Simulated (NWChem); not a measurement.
Species: GaHOClF; SMILES [F][Ga]([Cl])[OH]

```xyz
5

Ga    -0.0112    -0.3138     0.0000
F     -1.5397    -1.1530     0.0000
Cl    -0.0049     1.7990     0.0000
O      1.4808    -1.2511     0.0000
H      1.3285    -2.2034     0.0000
```
Atoms are numbered in this order, from 1.

Level: PBE0/def2-SVP (NWChem), optimised geometry, unscaled harmonic frequencies. 

```json
[
 {"frequency (cm⁻¹)": "148", "IR intensity (km/mol)": "4.3"},
 {"frequency (cm⁻¹)": "180", "IR intensity (km/mol)": "23.1"},
 {"frequency (cm⁻¹)": "182", "IR intensity (km/mol)": "39.2"},
 {"frequency (cm⁻¹)": "350", "IR intensity (km/mol)": "128.0"},
 {"frequency (cm⁻¹)": "446", "IR intensity (km/mol)": "33.9"},
 {"frequency (cm⁻¹)": "707", "IR intensity (km/mol)": "56.7"},
 {"frequency (cm⁻¹)": "759", "IR intensity (km/mol)": "104.6"},
 {"frequency (cm⁻¹)": "839", "IR intensity (km/mol)": "74.8"},
 {"frequency (cm⁻¹)": "3898", "IR intensity (km/mol)": "108.5"}
]
```

The zero-point energy is 10.7 kcal/mol. The thermal correction to the enthalpy at 298.15 K (with zero-point energy) is 14.8 kcal/mol and the heat capacity Cv is 16.7 cal/(mol K). The entropy at 298.15 K and 1 atm (symmetry number 1) is 77.3 cal/(mol K). The dipole moment is 1.42 D.

Rigid rotor and harmonic oscillator.
